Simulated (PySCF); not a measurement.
H₈O₂Si₂Sn, singlet, geometry from GFN2-xTB (such geometries of metal compounds can be far from the true shape) (all electrons, no relativity), with bond 10-4 at 2.4 times its length; CASCI(6,4)+NEVPT2/STO-3G (PySCF).

The PySCF input:
```python
from pyscf import gto, scf, mcscf, mrpt
import numpy

mol = gto.Mole()
mol.atom = '''
    O    -0.14183579   -0.93210062    1.79798882
    Sn   -0.00163497   -0.03832602   -0.00833552
    O    -0.03721818   -1.75902386   -1.12388876
    Si    2.50533341    0.63252136   -0.00539761
    Si   -2.40978342    0.89673555   -0.25615849
    H    -0.19032237   -1.88276536    1.74669746
    H     0.01518568   -1.68390834   -2.07190165
    H     3.35018416   -0.52765629    0.27021510
    H     2.71183848    1.67293309    1.00116073
    H     3.33871973    1.96123665   -3.16057499
    H    -2.56062744    1.47714186   -1.59622735
    H    -2.60493263    1.95873837    0.72990814
    H    -3.39742344   -0.16493579   -0.07403633
'''
mol.basis = 'sto-3g'
mol.verbose = 3
mol.build()

mf = scf.RHF(mol)
mf.kernel()
mc = mcscf.CASCI(mf, 4, 6)
mc.fix_spin_(ss=0.0)
mc.kernel()
occ = numpy.linalg.eigvalsh(mc.fcisolver.make_rdm1(mc.ci, mc.ncas, mc.nelecas))[::-1]
ss = mc.fcisolver.spin_square(mc.ci, mc.ncas, mc.nelecas)[0]
print('natural occupations', occ.round(4), ' <S^2>', round(ss, 4))
e2 = mrpt.NEVPT(mc).kernel()
print('E(NEVPT2) = %.10f' % (mc.e_tot + e2))
```

Q: What does PySCF print? Leave out banner, timings and long lists.

A: 
```
converged SCF energy = -6686.51918278472
CASCI E = -6686.70076297718  E(CI) = -4.80083016054232  S^2 = 0.0000000
natural occupations [2.     2.     1.1448 0.8552]  <S^2> 0.0

WARN: Active orbitals [0] (occs = [1.99999994]) are canonicalized with core orbitals

Sr    (-1)',   E = -0.00244465336673
Si    (+1)',   E = -0.00231606353026
Sijrs (0)  ,   E = -0.12327206358574
Sijr  (+1) ,   E = -0.00470098969313
Srsi  (-1) ,   E = -0.03332163261325
Srs   (-2) ,   E = -0.00806244614026
Sij   (+2) ,   E = -0.00000807556213
Sir   (0)' ,   E = -0.00272934995994
Nevpt2 Energy = -0.176855274451462
E(NEVPT2) = -6686.8776182516
```
